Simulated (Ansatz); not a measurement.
Z-matrix (Å, degrees):
```
Ti
O 1 1.764
I 1 2.573 2 110.2
O 1 1.754 2 110.2 3 120.0
I 1 2.573 2 110.2 3 -120.1
H 2 0.959 1 135.1 3 -120.0
H 4 0.958 1 143.4 2 180.0
```

Total charge 0; spin multiplicity 1. I takes the def2 core potential.

**Question.** List the CAM-B3LYP/def2-TZVPP orbital energies in eV (the Gaussian-basis code of Ansatz). (An estimate is asked.)

**Answer.** The calculation gave: Occupied: -4872.09, -546.36, -523.67, -523.53, -456.93, -456.91, -456.89, -187.93, -187.93, -134.08, -134.08, -133.99, -133.99, -133.98, -133.98, -69.33, -53.75, -53.75, -53.71, -53.71, -53.69, -53.69, -53.62, -53.62, -53.62, -53.62, -45.27, -45.08, -44.86, -29.72, -29.50, -20.81, -20.64, -16.67, -16.44, -12.86, -12.50, -12.26, -12.06, -10.45, -10.03, -9.54, -9.12, -8.83, -8.58. Lowest empty: -1.96, -1.37, -1.30, -0.87, -0.57, 0.43, 1.72, 2.35.
